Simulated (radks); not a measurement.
Results of a calculation; reference values are marked as such.
Question: Radial electron density D(r) = 4 pi r^2 rho(r) of an atom or ion with 54 electrons. Level of theory: scalar-relativistic Kohn-Sham, BLYP, spin-polarised, spherical densities, point nucleus (a radial shooting solver on a logarithmic mesh with Libxc functionals).

```
   r/bohr * D(r) (the largest magnitude, 94.1, reaches the edge; | marks zero)
 0.001645 |  *
 0.002247 |    *
 0.003046 |        *
 0.004128 |            *
 0.005594 |                   *
 0.007581 |                          *
  0.01036 |                                  *
  0.01404 |                                        *
  0.01902 |                                          *
  0.02578 |                                       *
  0.03494 |                                     *
  0.04736 |                                         *
  0.06469 |                                                    *
  0.08768 |                                                      *
   0.1188 |                                            *
    0.161 |                                        *
   0.2183 |                                               *
   0.2982 |                                    *
   0.4041 |                 *
   0.5477 |                 *
   0.7422 |                *
    1.006 |       *
    1.374 |    *
    1.863 |  *
    2.524 |*
    3.421 *
    4.636 *
    6.334 *
    8.584 *
    11.63 *
```

What is the nuclear charge?

Answer: Z = 56. The innermost maximum, from 1s, lies near gamma/Z bohr with gamma = sqrt(1 - (Z/c)^2) = 0.913, here 0.0163 bohr (found: 0.0178), and its height grows with Z. The density is that of the barium ion Ba2+ in [Kr] 4d9 5s2 5p6 6p1; the configuration itself is not fixed sharply by these data, and Z only to a few units. D(r) has 4 maxima, at r = 0.0178, 0.0790, 0.225, 0.617 bohr, and minima at 0.0344, 0.147, 0.463 bohr, inside which lie 1.96, 11.14, 28.98 electrons.
